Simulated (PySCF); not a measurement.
# Reading the logs of faulty runs: AlBCH6N

Calculated results; nothing here was measured. The program is PySCF 2.14.0, an open-source quantum chemistry code, run on an isolated molecule that a program drew, which may never have been made. The molecule is AlBCH6N (charge 0, doublet), drawn as the SMILES string `B[CH][AlH][NH2]`.

Each row is a Hartree-Fock (HF) and frozen-core CCSD(T) single point in the cc-pV(D+d)Z basis, meant for a local HF minimum. Run 1 is clean. Each other run has one planted mistake out of seven kinds, and not every kind appears here: one electron removed, one electron added, multiplicity raised by two, geometry at a saddle point, minimal basis STO-3G, one bond length entered in bohr, all coordinates scaled. The reference is restricted for singlets and unrestricted otherwise, and also for a bond in bohr. Adding or removing an electron swaps singlet and doublet. Electrons count all cores. HOMO and LUMO are orbital energies over both spins, the gradient is its largest component, and the lowest frequency (negative if imaginary) is given only where the gradient is small. Bond lengths are over the 9 bonds as drawn. T1 is the CCSD diagnostic: over 0.02 (restricted) or 0.045 (unrestricted) a single reference is doubtful.

Geometry of the clean run:
```xyz
10
AlBCH6N, angstrom
B     0.0694    1.6361    1.3608
C     0.7042    0.5417    2.2384
Al    1.3189   -1.2123    1.6375
N     0.8639   -1.7892    0.0344
H     0.4060    2.7881    1.4678
H    -0.7517    1.3660    0.5205
H     0.9297    0.8170    3.2718
H     2.2189   -2.1404    2.5441
H     0.2841   -1.2997   -0.6214
H     1.1296   -2.6760   -0.3515
```

```
run  electrons  basis functions  <S^2>  HOMO (eV)  LUMO (eV)  gradient (hartree/bohr)  lowest frequency (cm^-1)  mean bond (Å)  longest bond (Å)      T1  HF (hartree)  CCSD(T) (hartree)                     mistake
  1         37               95  0.759     -10.00       0.85                  3.2e-05                        78         1.3716             1.953  0.0176    -362.41056         -362.90807                    no fault
  2         37               95  0.760      -9.96       0.85                  3.3e-02                         -         1.4306             2.037  0.0184    -362.39572         -362.89957      all coordinates scaled
  3         37               95  3.773      -5.28      -1.90                  8.8e-02                         -         1.3716             1.953  0.0431    -362.20842         -362.70530  multiplicity raised by two
  4         36               95  0.000     -15.26      -7.20                  6.1e-02                         -         1.3716             1.953  0.0476    -362.09582         -362.58279        one electron removed
  5         37               95  0.756     -10.46       0.48                  4.4e-05                      -200         1.3737             1.958  0.0149    -362.40937         -362.90504  geometry at a saddle point
  6         38               95  0.000      -1.50       7.30                  5.0e-02                         -         1.3716             1.953  0.0157    -362.41038         -362.95690                           ?
```

**Which mistake was planted in run 6, and what did it cost?**

It counts 38 electrons, one more than the clean run, at the same geometry and basis. So the mistake is: one electron added. Subtracting run 1 and multiplying by 627.51 kcal/mol a hartree, the energy moved by 0.1 kcal/mol in HF and -30.6 kcal/mol in CCSD(T).

Cautions from the logs. Run 4: T1 is over the limit, so its CCSD(T) energy is less reliable.
